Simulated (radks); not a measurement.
The numbers below are computed, except where a source is named.
Excited configurations of the praseodymium ion Pr+: one electron is placed in a higher orbital outside [Xe] 4f3. The ground configuration is [Xe] 4f3 6s1. Level of theory: scalar-relativistic Kohn-Sham, r2SCAN, spin-unpolarised, spherical densities, finite nucleus; meta-GGA in the generalised Kohn-Sham scheme; Fermi nuclear charge, rms radius 4.8919 fm (a radial shooting solver on a logarithmic mesh with Libxc functionals). Excitation = E - E(ground); binding = E(ion) - E, where the ion is the core of charge +2; n* = 2/sqrt(2 binding) in atomic units, and the quantum defect is n - n*.

\begin{tabular}{lrrrrrr}
outer orbital & excitation (eV) & binding (eV) & n* & quantum defect & eigenvalue (eV) & <r> (bohr) \\ \hline
5d & 0.849 & 9.261 & 2.424 & 2.576 & -5.861 & 3.049 \\
5f & 6.798 & 3.312 & 4.054 & 0.946 & -2.336 & 9.146 \\
6p & 2.761 & 7.349 & 2.721 & 3.279 & -5.636 & 5.243 \\
6d & 5.688 & 4.422 & 3.508 & 2.492 & -3.281 & 7.936 \\
6f & 7.912 & 2.198 & 4.976 & 1.024 & -1.665 & 15.75 \\
7s & 5.132 & 4.978 & 3.307 & 3.693 & -3.953 & 8.420 \\
7p & 6.176 & 3.934 & 3.719 & 3.281 & -3.118 & 10.12 \\
7d & 7.412 & 2.697 & 4.492 & 2.508 & -2.093 & 13.98 \\
7f & 8.556 & 1.554 & 5.918 & 1.082 & -1.212 & 23.83 \\
\end{tabular}

The Delta-SCF ionisation energy is 10.110 eV (NIST Atomic Spectra Database: 10.63 eV, semi-empirical). Self-interaction in the functional shifts the binding energies and quantum defects, so they are the method's values and not measured ones. Spin polarisation and multiplet splitting are left out, so open shells lie too high by an amount that depends on their filling. Spin-orbit splitting is averaged out at the scalar-relativistic level.

Beside tabulated values, note that spin-unpolarised runs miss the spin-polarisation part of the exchange energy of open shells.
